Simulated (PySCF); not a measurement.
**A small calculation by hand: entropy of an ideal gas**

Si(F)3(Me) (CH₃F₃Si), SMILES C[Si](F)(F)F.

Geometry optimised at ωB97X-D3(BJ)/def2-SVP.

ωB97X-D3(BJ)/def2-SVP (PySCF) gives the harmonic wavenumbers 115, 208, 208, 317, 317, 373, 699, 790, 790, 907, 997, 997, 1307, 1435, 1435, 3083, 3191, 3191 cm⁻¹ and the rotational temperatures 0.1864, 0.1726, 0.1726 K. The molar mass is 100.12 g/mol, the symmetry number 3, the spin multiplicity 1.

**Question.** Work out the entropy at 298.15 K and 1 atm in the rigid-rotor, harmonic-oscillator model.

**Answer.** 
Translation (Sackur–Tetrode at 1 atm): S = R[1.5 ln M + 2.5 ln T − 1.16487] = 166.2 J/(mol K).
Rotation: q = (√π/σ) T^1.5/√(θA θB θC) = 40800, S = R[ln q + 3/2] = 100.7 J/(mol K).
Vibration: with u = 1.4388 ν/T, each mode gives R[u/(e^u − 1) − ln(1 − e^−u)]:
```
ν (cm⁻¹)  modes     u  S (J/(mol K))
--------  -----  ----  -------------
115           1  0.55          13.32
208           2  1.00          17.25
317           2  1.53          11.09
373           1  1.80           4.47
699           1  3.37           1.29
790           2  3.81           1.80
907           1  4.38           0.57
997           2  4.81           0.79
1307          1  6.31           0.11
1435          2  6.92           0.13
```
The stiffer modes add less than 0.005 each. Sum 50.8 J/(mol K).
Spin: R ln 1 = 0.0 J/(mol K).
Total 317.8 J/(mol K); the program's own thermochemistry gives 317.7. Translation makes up 52 % and vibration 16 %. Anharmonicity, hindered rotation and orbital degeneracy are left out.
